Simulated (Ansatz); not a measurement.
The cluster Cs2F2 (the lowest singlet isomer of a short search) was relaxed with PBE0-D4 (def2-TZVP) in Ansatz in these states: neutral quintet, neutral singlet, neutral triplet. The geometries follow in no particular order.

In the def2 sets Cs takes a core potential; there is no spin–orbit coupling.

A:

```xyz
4

Cs    2.753    0.054    1.357
Cs   -2.755   -0.046   -1.352
F    -1.182   -1.595    2.463
F     1.184    1.587   -2.468
```

B:

```xyz
4

Cs    0.0376   -0.2853   -2.3612
Cs    0.5264   -0.8721    2.1496
F    -1.1551    0.1463    0.1442
F     0.5911    1.0112    0.0675
```

C:

Cartesian coordinates in Å:
```
Cs -1.923 -0.121 -0.670
Cs 1.922 0.122 0.672
F 0.152 1.470 -0.703
F -0.151 -1.471 0.701
```

Task: Judge from the bond lengths which geometry belongs to which state (an estimate).

Result: A is the neutral quintet (Cs1–Cs2 6.139 Å, Cs1–F4 4.409 Å, Cs2–F3 4.408 Å); B is the neutral triplet (Cs1–Cs2 4.575 Å, Cs1–F4 2.808 Å, Cs2–F3 2.808 Å); C is the neutral singlet (Cs1–Cs2 4.080 Å, Cs1–F4 2.615 Å, Cs2–F3 2.615 Å).

At PBE0-D4/def2-TZVP a singlet lies 11.43 eV below the neutral quintet. At PBE0-D4/def2-TZVP a singlet lies 4.62 eV below the neutral triplet. In the triplet, F3 and F4 lie 1.95 Å apart (atoms count from 1), so these atoms are partly bonded to each other. These are the stationary points nearest to one start from a short search; other shapes may lie lower in each state. The neutral quintet has come apart into loosely held pieces.
